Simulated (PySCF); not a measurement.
# Shapes and spin states of RuCl₃

All numbers come from PySCF, PBE0, basis Ru def2-TZVP with ECP28, Cl def2-TZVP (scalar-relativistic core potentials, no spin–orbit coupling, density fitting).

Relaxations began from a few typed shapes and spin states; open shells are unrestricted. The search is not exhaustive: other isomers or separated fragments can lie lower, and high-lying points may rest on an excited occupation.

Which is the lowest minimum found?
A. quartet C2v: Ru–Cl 2.176 Å (×2), Ru–Cl 2.208 Å; Cl–Ru–Cl 98.1°, Cl–Ru–Cl 131.0° (×2)
B. doublet C3v: Ru–Cl 2.169 Å (×3); Cl–Ru–Cl 118.0° (×3)
C. sextet D3h: Ru–Cl 2.255 Å (×3); Cl–Ru–Cl 120.0° (×3)
D. doublet (⟨S²⟩ 1.36) C2v: Ru–Cl 2.167 Å (×2), Ru–Cl 2.172 Å; Cl–Ru–Cl 107.6°, Cl–Ru–Cl 126.2° (×2)
E. broken-symmetry Ms = 1/2 (⟨S²⟩ 1.76) C2v: Ru–Cl 2.197 Å, Ru–Cl 2.201 Å (×2); Cl–Ru–Cl 102.7° (×2), Cl–Ru–Cl 154.6°
F. quartet C2v: Ru–Cl 2.161 Å, Ru–Cl 2.201 Å (×2); Cl–Ru–Cl 104.8° (×2), Cl–Ru–Cl 150.5°
G. quartet C2v: Ru–Cl 2.207 Å (×3); Cl–Ru–Cl 102.7° (×2), Cl–Ru–Cl 154.7°

F. The others lie at 5.8 (quartet C2v), 6.9 (quartet C2v, a saddle point), 26.4 (sextet D3h), 48.4 (doublet C3v), 56.6 (doublet C2v), 64.8 (broken-symmetry Ms = 1/2 C2v) kJ/mol above it.

Formally Ru is in oxidation state +3, d5, with 3 unpaired electrons (the high-spin count would be 5). The Mulliken spin on Ru is 2.44. The polar-tensor charge on Ru, 1.40, is far below the formal one.

For the lowest minimum: with open d or f shells other occupations or spin states may lie lower.
